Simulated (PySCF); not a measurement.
CH8MoO, SMILES [MoH5][O]C, multiplicity 1. The structure is a stationary point at PBE0-D3(BJ)/def2-SVP. The multiplicity is an assumed one; no other spin state was optimised. The structure was generated by enumeration; whether it is a known compound was not checked. The def2 effective core potentials stand for the cores of Mo; spin–orbit coupling is left out.

Computed equilibrium geometry at PBE0-D3(BJ)/def2-SVP (PySCF confirms it by a frequency run) as Cartesian coordinates in Å, and its point group:
point group Cs.
```xyz
11

Mo    -0.0677    -0.6460     0.0000
O     -0.4062     1.1771     0.0000
C      0.1890     2.4373     0.0000
H     -0.5999     3.2074     0.0000
H      0.8139     2.5766    -0.8975
H      0.8139     2.5766     0.8975
H      1.1714    -1.7414     0.0000
H      0.0761    -1.4630     1.4683
H      0.0761    -1.4630    -1.4683
H      1.3033    -0.3000     0.7922
H      1.3033    -0.3000    -0.7922
```
